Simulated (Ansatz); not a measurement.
Consider the substitution at a C–O bond: `BNCOC` + H₂Te → `BNC[TeH]` + CH₃OH.

Gas-phase electronic energies from Ansatz, PBE0-D4/def2-TZVP geometries. CBS: MP2 limit from def2 TZ/QZ plus the TZ coupled-cluster correction, frozen cores. This one scheme is used for every species. DFT in def2-TZVPP. Elements past krypton have def2 core potentials. For Te outer-core shells are correlated without core-valence functions, which leaves a few kJ/mol of doubt a bond. Each species was taken in one conformer, which may not be the lowest.

CCSD(T)/CBS gives -0.24 eV.

(1) Another level gave -0.15 eV. Which?
A. ωB97X-V/def2-TZVPP
B. HF/def2-TZVPP
C. PBE-D4/def2-TZVPP
D. r2SCAN-D4/def2-TZVPP

Largest T1 diagnostic among the species: 0.012.

Answers

(1) D. r2SCAN-D4 -0.15, ωB97X-V -0.08, PBE-D4 -0.21, HF/def2-TZVPP 0.03 eV.

The D4 term adds −0.04 eV with B3LYP and −0.02 eV with PBE0; it sums over pairs of atoms, weighted by their polarisabilities, and B3LYP, whose exchange is more repulsive, gets the larger term. In def2-TZVPP, CCSD(T) changes the Hartree–Fock value by −0.19 eV (the triples alone add −0.03 eV) and MP2 by −0.28 eV.

B3LYP here is the variant with VWN-RPA as its local correlation; programs differ in this.
